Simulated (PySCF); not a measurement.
Cu (SMILES [Cu]), doublet; M062X/def2-SVP in PySCF.

Input for PySCF:
```python
from pyscf import gto, scf, dft

mol = gto.M(
    atom='''
Cu    0.00000000    0.00000000    0.00000000
''',
    basis='def2-svp',
    spin=1,
    verbose=4,
)

mf = dft.UKS(mol)
mf.xc = 'm062x'
mf.grids.atom_grid = (30, 110)
mf.kernel()
```

What the program printed (banner, timings and long lists left out):

```
PySCF version 2.14.0

[INPUT] verbose = 4
[INPUT] num. atoms = 1
[INPUT] num. electrons = 29
[INPUT] charge = 0
[INPUT] spin (= nelec alpha-beta = 2S) = 1
[INPUT] symmetry False subgroup None
[INPUT] Mole.unit = angstrom
[INPUT] Symbol           X                Y                Z      unit          X                Y                Z       unit  Magmom
[INPUT]  1 Cu     0.000000000000   0.000000000000   0.000000000000 AA    0.000000000000   0.000000000000   0.000000000000 Bohr   0.0

nuclear repulsion = 0
number of shells = 11
number of NR pGTOs = 73
number of NR cGTOs = 31
basis = def2-svp
ecp = {}

******** <class 'pyscf.dft.uks.UKS'> ********
method = UKS
initial guess = minao
damping factor = 0
level_shift factor = 0
DIIS = <class 'pyscf.scf.diis.CDIIS'>
diis_start_cycle = 1
diis_space = 8
diis_damp = 0
SCF conv_tol = 1e-09
SCF conv_tol_grad = None
SCF max_cycles = 50
direct_scf = True
direct_scf_tol = 1e-13
number electrons alpha = 15  beta = 14
XC library pyscf.dft.libxc version 7.1.2
    S. Lehtola, C. Steigemann, M. J. T. Oliveira, and M. A. L. Marques,  SoftwareX 7, 1–5 (2018)
XC functionals = m062x
    Y. Zhao and D. G. Truhlar,  Theor. Chem. Acc. 120, 215 (2008)
    Y. Zhao and D. G. Truhlar,  Theor. Chem. Acc. 120, 215 (2008)
radial grids:
    Treutler-Ahlrichs [JCP 102, 346 (1995); DOI:10.1063/1.469408] (M4) radial grids

becke partition: Becke, JCP 88, 2547 (1988); DOI:10.1063/1.454033
pruning grids: <function nwchem_prune>
grids dens level: 3
symmetrized grids: False
atomic radii adjust function: <function treutler_atomic_radii_adjust>
User specified grid scheme (30, 110)
small_rho_cutoff = 0
Set gradient conv threshold to 3.16228e-05
tot grids = 2424
init E= -1639.68919482023

cycle= 1 E= -1640.07614618893  delta_E= -0.387  |g|= 0.25  |ddm|= 0.607
cycle= 2 E= -1640.06179629672  delta_E= 0.0143  |g|= 0.333  |ddm|= 0.296
cycle= 3 E= -1640.09244666033  delta_E= -0.0307  |g|= 0.00435  |ddm|= 0.155
cycle= 4 E= -1640.09245372069  delta_E= -7.06e-06  |g|= 0.000517  |ddm|= 0.00955
cycle= 5 E= -1640.0924538331  delta_E= -1.12e-07  |g|= 5.46e-05  |ddm|= 0.00113
cycle= 6 E= -1640.09245383438  delta_E= -1.28e-09  |g|= 1.11e-05  |ddm|= 7.63e-05
cycle= 7 E= -1640.09245383442  delta_E= -3.89e-11  |g|= 2.09e-07  |ddm|= 1.68e-05
Extra cycle  E= -1640.09245383442  delta_E= -1.36e-12  |g|= 2.95e-07  |ddm|= 2.94e-07
converged SCF energy = -1640.09245383442  <S^2> = 0.75000363  2S+1 = 2.0000036
```
